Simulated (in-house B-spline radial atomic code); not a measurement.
A calculation on the titanium ion Ti⁵⁺: its settings, and results tabulated from the run. Level of theory: scalar-relativistic (X2C) LDA VWN5, spin-polarised, spherical fractional occupations, Fermi nucleus of rms radius 3.5921 fm; calculated with an all-electron radial atomic-structure program (B-spline basis).

Command:
```bash
python run_scf.py task.json out
```
Settings (nuclear radius in fm, mass in u):
```
Z                22
configuration    [Ne] 3s2 3p5
hamiltonian      x2c
method           lda,vwn
spin_polarised   True
nucleus          fermi
rms_radius       3.5921
atomic_mass      47.94794
speed_of_light   137.035999084
```

Output (hartree, bohr):
```
 radial grid: 66 intervals, B-splines of order 8, outer radius 12.1053 bohr

 iter        energy (Eh)    residual
    1        -840.356590    4.47e-01
    2        -843.960986    1.82e-01
    3        -844.506755    5.58e-02
    4        -844.565281    1.87e-02
    5        -844.570736    7.29e-03
    6        -844.571703    3.35e-04
    7        -844.571705    4.27e-06
    8        -844.571705    1.26e-07

 total energy                      -844.57170
 kinetic                             852.3762
 electron-nucleus                  -1961.8969
 Hartree                             302.7856
 exchange-correlation                -37.8366

 orbital      occ     eigenvalue          <r>       <r^2>       <1/r>       r_max
 1s up      1.000      -181.3402     0.069473  0.00650347     21.9716     0.04536
 1s down    1.000      -181.3232    0.0694694  0.00650279     21.9726     0.04535
 2s up      1.000       -22.6731     0.325379    0.125252     4.56947      0.2694
 2s down    1.000       -22.6564     0.325267    0.125142     4.57015      0.2694
 2p up      3.000       -19.3188     0.289889    0.103673     4.45208      0.2193
 2p down    3.000       -19.2981     0.289821    0.103599     4.45221      0.2194
 3s up      1.000        -4.9841     0.954678     1.04284     1.48533      0.8482
 3s down    1.000        -4.9259     0.956819     1.04803     1.48192      0.8486
 3p up      3.000        -4.0798      0.99312     1.14456     1.38003      0.8652
 3p down    2.000        -4.0235     0.996518     1.15322     1.37572      0.8661
```

Cost of the run: 0.3 s on 1 thread of Arm Neoverse V1 (shared host).
